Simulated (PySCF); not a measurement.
Atoms are numbered as in `[CH3:1][C:2](=[O:3])[NH:4][Si@H:5]1[CH:6]=[CH:7][CH2:8][O:9]1`. Hydrogens are named by the atom that carries them. Ha(C8) is cis to N4 on the ring; Hb(C8) is trans to N4 on the ring.

PySCF 2.14 calculation with geometry: GFN2-xTB and NMR shieldings at PBE0/pcSseg-1/GIAO; rapidly exchanging positions averaged, non-relativistic Hamiltonian, one computed conformer, in vacuum.

Problem. Predict the 2D correlation tables (HSQC, COSY, HMBC).

Solution. 

HSQC (one-bond C–H):
| δH | δC |
| --- | --- |
| 7.30 (H(C7)) | 160.2 (C7) |
| 6.47 (H(C6)) | 133.3 (C6) |
| 4.86 (Hb(C8)) | 76.8 (C8) |
| 4.84 (Ha(C8)) | 76.8 (C8) |
| 2.02 (H(C1)) | 24.0 (C1) |

COSY cross peaks (H two or three bonds apart, from the bond graph; peaks can be absent where the dihedral angle is near 90°):
| δH | δH |
| --- | --- |
| 7.30 (H(C7)) | 6.47 (H(C6)) |
| 7.30 (H(C7)) | 4.86 (Hb(C8)) |
| 7.30 (H(C7)) | 4.84 (Ha(C8)) |
| 6.47 (H(C6)) | 5.64 (H(Si5)) |
| 4.86 (Hb(C8)) | 4.84 (Ha(C8)) |

HMBC (two and three bonds, from the bond graph):
| δH | δC |
| --- | --- |
| 7.30 (H(C7)) | 133.3 (C6), 76.8 (C8) |
| 6.47 (H(C6)) | 160.2 (C7), 76.8 (C8) |
| 5.64 (H(Si5)) | 179.0 (C2), 160.2 (C7), 133.3 (C6), 76.8 (C8) |
| 4.86 (Hb(C8)) | 160.2 (C7), 133.3 (C6) |
| 4.84 (Ha(C8)) | 160.2 (C7), 133.3 (C6) |
| 2.02 (H(C1)) | 179.0 (C2) |

Referencing at the same level of theory: TMS for 1H and 13C.

The OH or NH signal is concentration- and solvent-dependent in practice; the value given is the gas-phase one. Shifts are as computed. Against solution values, carbons near 30 ppm lie about +3 ppm off and those near 130 ppm about +5 ppm. Of 1309 compounds with measured shifts, 239 miss one by over three times the rms of a fit or turn the order of signals round; such compounds aren't used in these exercises. Hydrogen bonding in solution deshields acid and N–H amide carbonyl carbons by as much as 10 ppm beyond these values.
